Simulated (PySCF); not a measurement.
**TiO: a composite coupled-cluster calculation**

State: ³Δ, triplet, unpaired electrons σ ↑, δ ↑. De refers to Ti (3d2 4s2) + O. ROHF-based CCSD(T) in PySCF 2.14 with Ti aug-cc-pVDZ, O aug-cc-pVDZ and Ti aug-cc-pVTZ, O aug-cc-pVTZ (frozen core orbitals: 10; no relativity). Correlation energies are extrapolated as n⁻³ (n = 2, 3), Hartree–Fock as (n+1)·exp(−9√n). SR is the spin-free X2C energy in Ti cc-pVTZ-DK, O cc-pVTZ-DK less the non-relativistic one in Ti cc-pVTZ, O cc-pVTZ.

```csv
Level,Re (Å),ωe (cm⁻¹),ωexe (cm⁻¹),αe (cm⁻¹),De (eV)
CCSD(T)/DZ,1.6468,973.3,4.59,0.00305,6.277
CCSD(T)/TZ,1.6391,999.8,4.54,0.00291,6.568
HF/CBS,1.5965,1113.9,3.05,0.00209,2.740
MP2/CBS,1.6273,1038.3,4.37,0.00288,7.362
CCSD/CBS,1.6139,1076.9,3.75,0.00247,5.972
CCSD(T)/CBS,1.6371,1010.5,4.57,0.00286,6.661
CCSD(T)/CBS+SR,1.6369,1013.9,4.53,0.00285,6.642
```

Question: How much is left between CCSD(T)/TZ and the basis-set limit, and how much do the triples give at the limit?

Answer: CCSD(T)/CBS less CCSD(T)/TZ: -2.0 mÅ in Re, +10.7 cm⁻¹ in ωe and +0.093 eV in De. CCSD(T)/CBS less CCSD/CBS: +23.2 mÅ in Re, -66.4 cm⁻¹ in ωe and +0.689 eV in De.

Question: What do the later terms add?

Answer: SR: -0.2 mÅ in Re, +3.4 cm⁻¹ in ωe and -0.019 eV in De, each against the row above.

The T1 diagnostic is 0.051, large enough to doubt a single reference. The state was picked by a PBE0 search and need not be the measured ground state. Spin–orbit coupling, excitations beyond (T) and corrections to the Born–Oppenheimer picture are left out.

The whole job (state search and all basis sets along the bond) took about 20 min on 4 threads of Arm Neoverse V1 (shared host), peak memory 16 GiB.
